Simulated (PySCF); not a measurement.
Molecule: SMILES [OH][Cd][I] (HCdIO). Atoms near the plane z = 0.0 Å, at the PBE0/def2-SVP optimised geometry (x, y, z in Å): Cd1 (-0.1, 0.2, 0.0), I2 (2.5, 0.2, 0.0), O3 (-2.1, 0.2, 0.1), H4 (-2.5, -0.2, -0.7).

Calculation: PBE0/def2-TZVP, def2 effective core potentials past Kr (PySCF). The core electrons that the potentials of Cd, I replace are not part of the density. Cells within 0.4 Å of a nucleus heavier than hydrogen are left out (blank, or x). The values are rescaled to run from 0 to 1.

```
|5555555555555555555555555555555|
|5555555555555555555555555555555|
|5555555555555555555555555555555|
|5555555555555555555555555555555|
|5555555555555555555555555555555|
|5555555555555555555555555555555|
|5555555545555555555555555555555|
|5555544444455555555555555555555|
|5555444444445555555566666665555|
|5554444444445555555666777666555|
|5544444444445555555677888776555|
|5544444333445555555678999876655|
|5544443322345554455678999986655|
|55544431x1345663245677614776555|
|5555444xxx4456xx345555xxx555555|
|55555557xx5543xx7544436xx434444|
|5555556787654336654321254123444|
|5555556666554445544321000013344|
|5555555555554444444321000123444|
|5555555555555444444332211233444|
|5555555555555444444433323334444|
|5555555555555444444443333344444|
|5555555555555444444444444444444|
|5555555555555544444444444444444|
|5555555555555554444444444444444|
|5555555555555555444444444444444|
|5555555555555555554444444444445|
|5555555555555555555544444445555|
|5555555555555555555555555555555|
|5555555555555555555555555555555|
|5555555555555555555555555555555|
```
Scale: ten equal steps from 0.000 (start of '0') to 1.00 (end of '9'), in the order '0123456789'; x runs from -4.50 to 4.50, y from -4.50 (bottom) to 4.50 (top).

Which quantity is mapped?
A) Laplacian of the electron density
B) an orbital amplitude
C) log10 of the electron density
D) electrostatic potential

B, an orbital amplitude. In full: HOMO amplitude (bohr^(-3/2)).
